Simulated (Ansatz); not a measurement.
Start from `[CH3][In]([F])[O][SiH3]` and change one atom or group to get `C[NH][In]([CH3])[F]`.

Ansatz, PBE0-D4/def2-TZVP geometries, multiplicity 1. Each molecule was computed in one conformer, which needn't be the lowest.

Elements past krypton have def2 core potentials.

```
                                        property  `[CH3][In]([F])[O][SiH3]`
             LUMO energy (B3LYP/def2-TZVPP) / eV                      -1.90
            HOMO–LUMO gap (PBE0/def2-TZVPP) / eV                       6.78
              LUMO energy (PBE0/def2-TZVPP) / eV                      -1.56
           LUMO energy (ωB97M-V/def2-TZVPP) / eV                       0.21
size of the dipole moment (B3LYP/def2-TZVPP) / D                       4.09
             HOMO–LUMO gap (PBE/def2-TZVPP) / eV                       4.47
```

Problem. Give the same properties after the change, and the shifts. (An estimate is asked.)

Solution. Computed: 
```json
{"property": "LUMO energy (B3LYP/def2-TZVPP) / eV", "`C[NH][In]([CH3])[F]`": "-1.07", "shift": "0.83"}
{"property": "HOMO–LUMO gap (PBE0/def2-TZVPP) / eV", "`C[NH][In]([CH3])[F]`": "5.79", "shift": "-0.99"}
{"property": "LUMO energy (PBE0/def2-TZVPP) / eV", "`C[NH][In]([CH3])[F]`": "-0.73", "shift": "0.83"}
{"property": "LUMO energy (ωB97M-V/def2-TZVPP) / eV", "`C[NH][In]([CH3])[F]`": "0.75", "shift": "0.54"}
{"property": "size of the dipole moment (B3LYP/def2-TZVPP) / D", "`C[NH][In]([CH3])[F]`": "3.54", "shift": "-0.55"}
{"property": "HOMO–LUMO gap (PBE/def2-TZVPP) / eV", "`C[NH][In]([CH3])[F]`": "3.62", "shift": "-0.85"}
```

With PBE0 the HOMO rises by 1.82 eV and the LUMO rises by 0.83 eV, so the gap narrows by about 0.99 eV. PBE moves the HOMO by 1.71 eV and ωB97M-V by 1.77 eV. Dipoles are sizes alone; their direction can turn.

B3LYP here is the variant with VWN-RPA as its local correlation; programs differ in this.
